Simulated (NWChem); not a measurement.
System meant: Si2H5O2F; SMILES O[SiH](O)[SiH2]F

Here is an NWChem input.

```
start job
memory heap 200 mb stack 900 mb global 1100 mb
geometry units angstroms noautoz
  O      1.554780     1.127186    -0.549778
  Si     0.158766     0.777360     0.287497
  O     -1.124349     1.731003    -0.173610
  Si    -0.551062    -1.368060    -0.307821
  F      0.559541    -2.443030     0.226074
  H      2.236634     1.622987    -0.088307
  H      0.445271     0.951771     1.749850
  H     -1.086502     2.674233     0.011810
  H     -0.670792    -1.517114    -1.787709
  H     -1.856127    -1.713690     0.329283
end
basis spherical
  * library def2-svp
end
dft
  xc b3lyp
  iterations 4
  mulliken
end
task dft energy
```

End of the output:

```
    Atom       Charge   Shell Charges
 -----------   ------   -------------------------------------------------------
    1 O    8     8.23   1.97  0.88  0.60  2.73  2.03  0.01
    2 Si  14    13.58   2.00  1.93  0.64  0.32  5.81  1.25  1.00  0.63
    3 O    8     8.22   1.97  0.88  0.60  2.72  2.04  0.01
    4 Si  14    13.57   2.00  1.93  0.69  0.36  5.81  1.27  1.09  0.42
    5 F    9     9.23   1.98  1.02  0.77  3.23  2.23  0.01
    6 H    1     0.91   0.55  0.18  0.19
    7 H    1     1.13   0.66  0.44  0.02
    8 H    1     0.92   0.56  0.18  0.18
    9 H    1     1.10   0.65  0.43  0.02
   10 H    1     1.11   0.65  0.43  0.02

 center of mass
 --------------
 x =   0.02832064 y =  -0.08090964 z =  -0.00542764

 moments of inertia (a.u.)
 ------------------
        1007.277547125249          -0.000000000000          -0.000000000000
          -0.000000000000         361.287583752392          -0.000000000000
          -0.000000000000          -0.000000000000        1246.648605364331

     Multipole analysis of the density
     ---------------------------------

     L   x y z        total         alpha         beta         nuclear
     -   - - -        -----         -----         ----         -------
     0   0 0 0     -0.000000    -29.000000    -29.000000     58.000000

     1   1 0 0      0.108336      0.054168      0.054168      0.000000
     1   0 1 0      1.211916      0.605958      0.605958     -0.000000
     1   0 0 1      0.431872      0.215936      0.215936     -0.000000

     2   2 0 0    -31.785226    -99.826103    -99.826103    167.866981
     2   1 1 0      2.687466     -4.232772     -4.232772     11.153010
     2   1 0 1      0.964804     -0.421765     -0.421765      1.808334
     2   0 2 0    -29.277361   -260.982515   -260.982515    492.687669
     2   0 1 1      2.486372     -2.955369     -2.955369      8.397109
     2   0 0 2    -33.808026    -37.926790    -37.926790     42.045555

 ------------------------------------------------------------------------
 dft energy failed                                                                                  0
 ------------------------------------------------------------------------
 ------------------------------------------------------------------------
  current input line :
    23: task dft energy
 ------------------------------------------------------------------------
 ------------------------------------------------------------------------
 This type of error is most commonly associated with calculations not reaching convergence criteria
 ------------------------------------------------------------------------
 For more information see the NWChem manual at https://nwchemgit.github.io

0:dft energy failed:Received an Error in Communication
```

**Question.** Find the fault in this run and fix the input.

**Answer.** Convergence was not reached. Cause: the SCF was allowed too few iterations. This input runs:
```
start job
memory heap 200 mb stack 900 mb global 1100 mb
geometry units angstroms noautoz
  O      1.554780     1.127186    -0.549778
  Si     0.158766     0.777360     0.287497
  O     -1.124349     1.731003    -0.173610
  Si    -0.551062    -1.368060    -0.307821
  F      0.559541    -2.443030     0.226074
  H      2.236634     1.622987    -0.088307
  H      0.445271     0.951771     1.749850
  H     -1.086502     2.674233     0.011810
  H     -0.670792    -1.517114    -1.787709
  H     -1.856127    -1.713690     0.329283
end
basis spherical
  O library def2-svp
  Si library def2-svp
  F library def2-svp
  H library def2-svp
end
dft
  xc b3lyp
  iterations 150
  mulliken
end
task dft energy
```
It converges to -832.07083 Ha (B3LYP/def2-SVP).
